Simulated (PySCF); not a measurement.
Rows and methods have been separated. Pair them.

Compound: C₃H₆BFO.
InChI=1S/C3H6BFO/c1-3(5)6-4-2/h4H,1H2,2H3

The closed-shell ground state was solved 7 times with PySCF (density fitting, gas phase), always in the pcSseg-2 basis (300 functions), with these functionals: B3LYP, BHandHLYP, BP86, CAM-B3LYP, HF, LC-wPBE and mPW1PW91. The structure is a single PBE0-D3(BJ)/def2-SVP conformer in the gas phase; no vibrational or solvent corrections.

```tsv
row	total energy (Eh)	HOMO (eV)	LUMO (eV)	dipole (D)
P	-317.7967	-9.96	1.54	0.78
Q	-317.9141	-7.27	-0.69	0.77
R	-317.9916	-6.19	-1.72	0.70
S	-318.0097	-7.05	-0.92	0.73
T	-316.2229	-9.82	2.61	0.86
U	-317.8333	-8.29	0.34	0.79
V	-317.8699	-8.61	0.37	0.76
```

Which functional belongs to which row?

P = LC-wPBE, Q = mPW1PW91, R = BP86, S = B3LYP, T = HF, U = BHandHLYP, V = CAM-B3LYP. By rising HOMO–LUMO gap: BP86 (GGA) 4.47 eV; B3LYP (global hybrid, 20 % exact exchange) 6.13 eV; mPW1PW91 (global hybrid, 25 % exact exchange) 6.58 eV; BHandHLYP (global hybrid, 50 % exact exchange) 8.63 eV; CAM-B3LYP (range-separated hybrid) 8.98 eV; LC-wPBE (range-separated hybrid) 11.50 eV; HF (all exact exchange) 12.43 eV. Total energies of different functionals aren't bounds to one another; each is stationary for its own functional.

The values belong to the conformer `[CH2:1]=[C:2]([F:3])[O:4][BH:5][CH3:6]`: C1–C2–O4–B5 172°, C2–O4–B5–C6 179°.
